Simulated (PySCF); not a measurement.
Compound: C4H8BCl.
Atom-mapped SMILES: `[Cl:1][B:2]1[CH2:3][CH2:4][CH2:5][CH2:6]1` (hydrogens: H7, H8 on C3; H9, H10 on C4; H11, H12 on C5; H13, H14 on C6)

Geometry (PBE0-D3(BJ)/def2-SVP, Å), atoms numbered from 1 in this order:
```xyz
14
C4H8BCl angstrom
Cl     0.866    4.799    3.280
B      0.692    3.253    2.464
C     -0.670    2.563    2.105
C     -0.239    1.421    1.170
C      1.170    1.024    1.631
C      1.875    2.344    1.981
H     -1.059    2.153    3.060
H     -1.463    3.220    1.718
H     -0.937    0.569    1.161
H     -0.191    1.798    0.133
H      1.094    0.400    2.539
H      1.706    0.421    0.881
H      2.266    2.827    1.063
H      2.733    2.258    2.664
```

Linear response at CAM-B3LYP/def2-SVPD (PySCF, frozen core in the response, non-relativistic). Isolated species at its PBE0-D3(BJ)/def2-SVP geometry (one conformer only).

Static isotropic polarisability: 72.12 au (10.69 Å³), principal values 60.0, 71.0, 85.4 au.

Problem. What is the polarisability at 1064 nm and at the sodium D line?

Solution. 72.64 au at 1064 nm (+0.7 %), 73.88 au at 589.3 nm (+2.4 %). The rise at 589.3 nm is 3.34 times that at 1064 nm; a pure ω² law gives 3.26. The lowest singlet lies at 224 nm, shorter than both wavelengths.

Problem. What is the isotropic C6 coefficient between two such molecules, C6 = (3/π)∫α(iω)² dω?

Solution. 2212 au (Eh·bohr⁶) by a ten-point quadrature over imaginary frequencies, which is 1320 eV·Å⁶ or 128 J·nm⁶/mol.

Problem. Which effective excitation energy ω̄ makes London's formula C6 = (3/4)α²ω̄ exact here?

Solution. ω̄ = 4·C6/(3α²) = 0.567 Eh = 15.4 eV. A one-pole form α(ω) = α/(1 − ω²/ω̄²) fitted to the 1064 nm value gives 13.7 eV.

Problem. How anisotropic is the static polarisability, by Δα² = ½[(α1 − α2)² + (α2 − α3)² + (α3 − α1)²]?

Solution. Δα = 22.0 au, or 0.31 of the isotropic value.

Problem. What n − 1 at the D line would an ideal gas of it have at 273.15 K and 1 atm (2.6868 × 10¹⁹ cm⁻³), by n − 1 = 2π·N·α′?

Solution. 18.48 × 10⁻⁴, a formal value whether or not that pressure can be reached.

Problem. How many electrons N does the Slater–Kirkwood formula C6 = (3/4)·√N·α^(3/2) need to give this C6?

Solution. N = (4·C6/3)²/α³ = 23.2; the species has 54 electrons in all.

Cost: about 50 s of CPU time on one thread; the machine was shared, so the figure is rough. This is the whole response run at CAM-B3LYP/def2-SVPD, SCF included.
